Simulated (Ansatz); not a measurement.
`C=CCO[SiH3]` and `C=C[CH2][GaH][Cl]` differ in one atom or group.

Ansatz, PBE0-D4/def2-TZVP geometries, multiplicity 1. Each molecule was computed in one conformer, which needn't be the lowest.

Scalar relativity is left out up to krypton.

| property | `C=CCO[SiH3]` |
| --- | --- |
| HOMO–LUMO gap (B3LYP/def2-TZVPP) / eV | 7.14 |
| HOMO–LUMO gap (PBE/def2-TZVPP) / eV | 5.34 |
| size of the dipole moment (PBE/def2-TZVPP) / D | 0.95 |
| zero-point energy (PBE0-D4/def2-TZVP) / kJ/mol | 263.9 |
| HOMO energy (PBE/def2-TZVPP) / eV | -6.52 |
| LUMO energy (ωB97M-V/def2-TZVPP) / eV | 1.75 |

What does the change do to each property? (Best estimate.)

Ansatz gave: 
```csv
property,`C=C[CH2][GaH][Cl]`,shift
HOMO–LUMO gap (B3LYP/def2-TZVPP) / eV,5.24,-1.90
HOMO–LUMO gap (PBE/def2-TZVPP) / eV,3.85,-1.49
size of the dipole moment (PBE/def2-TZVPP) / D,2.43,1.48
zero-point energy (PBE0-D4/def2-TZVP) / kJ/mol,204.6,-59.3
HOMO energy (PBE/def2-TZVPP) / eV,-6.02,0.50
LUMO energy (ωB97M-V/def2-TZVPP) / eV,0.37,-1.38
```

With PBE0 the HOMO rises by 0.69 eV and the LUMO falls by 1.21 eV, so the gap narrows by about 1.90 eV. PBE moves the HOMO by 0.50 eV and ωB97M-V by 0.86 eV. The zero-point energy changes by -59.3 kJ/mol with -6 modes. Dipoles are sizes alone; their direction can turn.

B3LYP here is the variant with VWN-RPA as its local correlation; programs differ in this.
